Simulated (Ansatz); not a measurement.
C2H3AlClF, SMILES `C=[C](Cl)[AlH][F]`. The species carries charge 0 and has multiplicity 1. Geometry: relaxed with PBE0-D4/def2-TZVP. It is one conformer, not always the lowest.

```xyz
8

C    -1.379    0.122   -0.281
C    -0.096    0.450   -0.414
Cl    0.355    1.730   -1.502
Al    1.259   -0.496    0.601
F     2.843   -0.087    0.436
H    -2.180    0.617   -0.823
H    -1.660   -0.678    0.398
H     0.859   -1.657    1.585
```

What is the dipole moment at r2SCAN/def2-TZVPP? (Estimate.)

Computed: 2.39 D, with components (-2.01, -1.07, 0.71) D in this frame, pointing from negative to positive charge.

And with PBE, B3LYP, ωB97M-V? (Estimate.)

Computed: PBE 2.28 D, B3LYP 2.43 D, ωB97M-V 2.42 D.

Give the Mulliken charges with r2SCAN, ωB97M-V, B3LYP in def2-TZVPP. (An estimate is asked.)

Ansatz gave: 
| atom | r2SCAN | ωB97M-V | B3LYP |
| --- | --- | --- | --- |
| C1 | -0.14 | -0.19 | -0.21 |
| C2 | -0.12 | -0.14 | -0.07 |
| Cl3 | -0.12 | -0.08 | -0.11 |
| Al4 | 0.68 | 0.61 | 0.63 |
| F5 | -0.35 | -0.34 | -0.35 |
| H6 | 0.09 | 0.12 | 0.12 |
| H7 | 0.09 | 0.11 | 0.11 |
| H8 | -0.13 | -0.09 | -0.12 |

B3LYP here is the variant with VWN-RPA as its local correlation; programs differ in this.
